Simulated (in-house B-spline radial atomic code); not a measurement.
Results of a calculation; reference values are marked as such.
# Co ion on Si atom: potential, deflection and energy transfer

The pair potential comes from two frozen, spherical free-atom densities (PBE, B-spline radial code, scalar-relativistic past argon): electrostatics plus the change in Thomas-Fermi kinetic and Dirac exchange energy where they overlap, the recipe behind the universal ZBL potential, which averages such potentials (from solid-state densities) over many pairs. It is written V = (Z1 Z2 e²/r) φ(r/a), with e² = 14.3996 eV·Å and a = 0.46850 Å/(Z1^0.23 + Z2^0.23); ZBL's fit is φ = 0.18175 e^(−3.1998x) + 0.50986 e^(−0.94229x) + 0.28022 e^(−0.4029x) + 0.02817 e^(−0.20162x). Where φ falls below 4e-4 it is continued as an exponential.

Masses 58.93 and 28.09 u.

```csv
x = r/a,"φ, this pair","φ, ZBL"
0.1,0.896,0.8928
0.25,0.7765,0.7647
0.5,0.6301,0.6096
1,0.4391,0.4164
1.5,0.3199,0.2995
2,0.24,0.2218
3,0.1412,0.1292
4,0.08789,0.08026
5,0.05729,0.05224
6.5,0.03096,0.02914
8,0.01751,0.01705
10,0.009174,0.008778
12,0.00518,0.00474
14.5,0.002539,0.002328
17,0.0012,0.001212
```

Problem. At x = 2 the electrostatic, kinetic and exchange parts are 2703.54, 3003.38 and -173.84 eV. Find r, V and φ.

Solution. a = 0.46850/(2.1341 + 1.8349) = 0.11804 Å, so r = 0.23608 Å. V = 2703.54 + 3003.38 + (-173.84) = 5533.08 eV. The bare repulsion is 27 × 14 × 14.3996/0.23608 = 23056 eV, so φ = 0.2400, +8.2 % against ZBL's 0.2218. The kinetic (Pauli) term is 54 % of V here.

Problem. The ion comes in at 1.428 keV with impact parameter 0.2361 Å. The scattering integral gives a centre-of-mass angle of 122.1° and a closest approach of 5.461 a. What are the reduced energy, the energy passed on and the laboratory angles?

Solution. ε = E a M2/(Z1 Z2 e² (M1 + M2)) = 1428 × 7.0004e-06 = 0.01. The most that one collision can pass on is γE with γ = 4 M1 M2/(M1 + M2)² = 0.8744. Here T = γE sin²(θ/2) = 0.8744 × 1428 × 0.7655 = 956.1 eV. The ion turns by arctan(sin θ/(cos θ + M1/M2)) = 28.4°, and the struck atom leaves at (180° − θ)/2 = 29.0°. The closest approach is 0.645 Å. With ZBL the angle would be 119.98° and T = 936.6 eV.
